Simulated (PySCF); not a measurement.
## Peak assignment

Mapped SMILES: `[SiH3:1][C:2]1([SiH3:3])[SiH2:4][CH:5]=[C:6]1[CH:7]1[CH2:8][CH2:9]1`; H(Xn) means a hydrogen on atom n. Ha(C8), Ha(C9) are cis to C6 on the ring; Hb(C8), Hb(C9) are trans to C6 on the ring.

PySCF calculation with PBE0/pcSseg-1 with gauge-including orbitals and geometry: GFN2-xTB; one averaged value for each set of equivalent atoms, non-relativistic Hamiltonian, no solvent model, one computed conformer.

References, each an isolated molecule treated in the same way: ¹³C (σref 186.93) and ¹H (σref 31.72) against TMS.

(1) Assign these signals to the numbered atoms. ¹³C{¹H} NMR (computed): δ 187.3 (C), 111.4 (CH), 16.6 (CH2), 16.6 (CH), 15.3 (C).

(2) Assign these signals to the numbered atoms. ¹H NMR (400 MHz, computed): δ 4.94 (m, 1H), 4.84 (m, 2H), 4.17 (s, 6H), 1.32 (m, 1H), 1.05 (m, 2H), 0.76 (m, 2H).

Answers

(1) 
187.3 → C6, fully substituted alkene carbon
111.4 → C5, alkene CH: as expected for a trigonal carbon in a double bond
16.6 → C8/C9, three-membered-ring carbon: carbons of three-membered rings are unusually shielded
16.6 → C7, three-membered-ring carbon
15.3 → C2, allylic fully substituted sp3 carbon bonded to 3 Si

C8/C9 and C7; C7 and C2 lie closer than the usual error of such a calculation, so a measured spectrum could show them in the other order.

(2) 
```tsv
δ (ppm)	atoms	environment	reason
4.94	H(C5)	hydrogen on an alkene CH	a vinylic proton, deshielded by the sp2 carbon and the C=C anisotropy
4.84	H(Si4)	hydrogen on a silicon bonded to 2 C, in a 4-membered ring	–
4.17	H(Si1)/H(Si3)	hydrogen on a silicon bonded to C	–
1.32	H(C7)	hydrogen on a three-membered-ring carbon	cyclopropane-type protons are shielded by the ring
1.05	Hb(C8)/Hb(C9)	hydrogen on a three-membered-ring carbon	–
0.76	Ha(C8)/Ha(C9)	hydrogen on a three-membered-ring carbon	–
```

H(C5) and H(Si4) lie closer than the usual error of such a calculation, so a measured spectrum could show them in the other order.

Shifts are as computed. Against solution values, carbons near 30 ppm lie about +3 ppm off and those near 130 ppm about +5 ppm. Of 1211 compounds with measured shifts, 218 miss one by over three times the rms of a fit or turn the order of signals round; such compounds aren't used in these exercises. Multiplicities follow the n + 1 count of equivalent neighbours, as no J values were calculated; m marks all less simple cases, F and P coupling included.
